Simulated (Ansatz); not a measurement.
As(SMe)3 (C₃H₉AsS₃): single points at one geometry.

```yaml
crystal:
  periodic: [false, false, false]
  atoms:
    - {symbol: As, position_ang: [0.006154, -0.001597, 0.227738]}
    - {symbol: S, position_ang: [1.819911, 0.564714, -1.018334]}
    - {symbol: C, position_ang: [3.110982, -0.315399, -0.057317]}
    - {symbol: H, position_ang: [3.131097, 0.009052, 1.001935]}
    - {symbol: H, position_ang: [4.080114, -0.054938, -0.525875]}
    - {symbol: H, position_ang: [2.969144, -1.412196, -0.115307]}
    - {symbol: S, position_ang: [-1.479165, 1.315170, -0.878089]}
    - {symbol: C, position_ang: [-1.266576, 2.858050, 0.091103]}
    - {symbol: H, position_ang: [-1.475873, 2.702379, 1.167977]}
    - {symbol: H, position_ang: [-2.001229, 3.582524, -0.311406]}
    - {symbol: H, position_ang: [-0.247594, 3.271119, -0.041365]}
    - {symbol: S, position_ang: [-0.479247, -1.920678, -0.887784]}
    - {symbol: C, position_ang: [-1.832718, -2.538484, 0.185350]}
    - {symbol: H, position_ang: [-1.504183, -2.659995, 1.236540]}
    - {symbol: H, position_ang: [-2.117842, -3.531580, -0.213491]}
    - {symbol: H, position_ang: [-2.712976, -1.868132, 0.138316]}
basis:
  gaussian: {orbitals: def2-SVP, initial_orbitals: start.molden}
correlation: {method: ccsd_t}
scf: {omitted_lower_state_checks: [starts]}
output: {orbitals: {seedname: orbitals}}
```

The file start.molden holds the orbitals of an earlier run on this structure, at another level or in another basis.

```sh
$ ansatz run in.yaml --threads 4 --pin off --events-out ev --progress --plain --max-ram 8704MiB
```

It prints (some lines left out):

```
Functional definition: HF
1711 factors; integrals over basis functions are off by at most 1.2e-3 eV
mean field evaluation 1: about -96461.0135 eV, gradient 2.7e1 eV
mean field evaluation 2: about -96462.2620 eV, gradient 1.1e0 eV
mean field evaluation 4: about -96462.2857 eV, gradient 6.6e-2 eV
mean field evaluation 8: about -96462.2857 eV, gradient 2.6e-6 eV
mean field -96462.28570821 eV, -3544.9236152911 hartree, gradient 2.6e-6 eV, S^2 0.000000; 0 other end points of the search recorded, 0 dependent functions left out
27 core orbitals not correlated: weight in the atoms' cores, before any rotation towards them, 1.000 or more for the frozen orbitals, at most 0.000 for the correlated occupied ones
reference -96462.28570821 eV, -3544.9236152911 hartree; 27, 27 occupied and 119, 119 virtual orbitals, 1711 factors
second order -28.81076053 eV of doubles, -0.00000000 eV of singles
cycle   1  -30.00971041 eV  change    -1.2e0 eV  update   1.3e-1
cycle   2  -30.87226866 eV  change   -8.6e-1 eV  update   3.9e-2
cycle   3  -31.02483582 eV  change   -1.5e-1 eV  update   1.8e-2
cycle   4  -31.01846144 eV  change    6.4e-3 eV  update   5.0e-3
cycle   5  -31.02008833 eV  change   -1.6e-3 eV  update   2.5e-3
cycle   6  -31.01928815 eV  change    8.0e-4 eV  update   8.9e-4
cycle   7  -31.01872431 eV  change    5.6e-4 eV  update   3.2e-4
cycle   8  -31.01874613 eV  change   -2.2e-5 eV  update   1.2e-4
cycle   9  -31.01873455 eV  change    1.2e-5 eV  update   3.9e-5
perturbative correction -1.04478822 eV, -0.0383952590 hartree
Total energy: -96494.34923098 eV, -3546.1019280194 hartree
Checks for a lower state left out: starts
```

Hardware: 4 threads of Arm Neoverse V1 on a shared host. Wall time 88 s, peak host memory 1.9 GiB.

The first input with `gaussian: {orbitals: def2-TZVP, initial_orbitals: start.molden}`, `hamiltonian: {xc: pbe, dispersion: d4}` and without the key `correlation` (abridged; 5 s):

```
Functional definition: PBE
mean field -96581.76201725 eV, -3549.3142886644 hartree, gradient 2.1e-5 eV, S^2 0.000000
Total energy: -96582.30049895 eV, -3549.3340775018 hartree
Checks for a lower state left out: starts
```

Geometry: PBE-D4/def2-SVP.

Correlated methods freeze 27 core orbitals; core or outer-core shells of As are correlated, in sets that lack core-valence functions.
